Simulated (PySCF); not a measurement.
## [La(H2O)3]3+: from a saddle point downhill

PySCF 2.14.0, RKS PBE0, La def2-SVP with ECP46, O def2-SVP, H def2-SVP; non-relativistic Hamiltonian with scalar-relativistic core potentials where named; density fitting; no spin-orbit coupling. Relaxed within the symmetry of its start, the geometry (D3h) is

```xyz
10

La    0.0000    0.0000    0.0000
O     2.4220    0.0000    0.0000
H     3.0368    0.0000    0.7693
H     3.0368    0.0000   -0.7693
O    -1.2110    2.0975    0.0000
H    -1.5184    2.6299    0.7693
H    -1.5184    2.6299   -0.7693
O    -1.2110   -2.0975    0.0000
H    -1.5184   -2.6299    0.7693
H    -1.5184   -2.6299   -0.7693
```

and its lowest harmonic modes are -185, -173, -173, -49, 60, 60 cm⁻¹ (negative: unstable). It was moved along the lowest mode and relaxed again, within the group D3 that the move left.

**Question.** Where does it end, and how much lower?

**Answer.** In D3, nearly planar, 0.130 eV lower, after 28 steps:
```xyz
10

La    0.0000    0.0000    0.0000
O     2.4072    0.0000    0.0000
H     3.0217    0.7672    0.0684
H     3.0217   -0.7672   -0.0684
O    -1.2036    2.0847    0.0000
H    -2.1753    2.2332    0.0684
H    -0.8464    3.0004   -0.0684
O    -1.2036   -2.0847    0.0000
H    -0.8464   -3.0004    0.0684
H    -2.1752   -2.2332   -0.0684
```

**Question.** How do the contacts change?

**Answer.** 
```
     contact  saddle (Å)  end (Å)
La1–O2 (H2O)       2.422    2.407
La1–O5 (H2O)       2.422    2.407
La1–O8 (H2O)       2.422    2.407
```


**Question.** Is the end a minimum?

**Answer.** Yes, as far as the noise of the softest modes lets one tell (those above −25 cm⁻¹ count as noise); lowest modes -13, 78, 78, 92, 118, 118 cm⁻¹.

State: singlet.
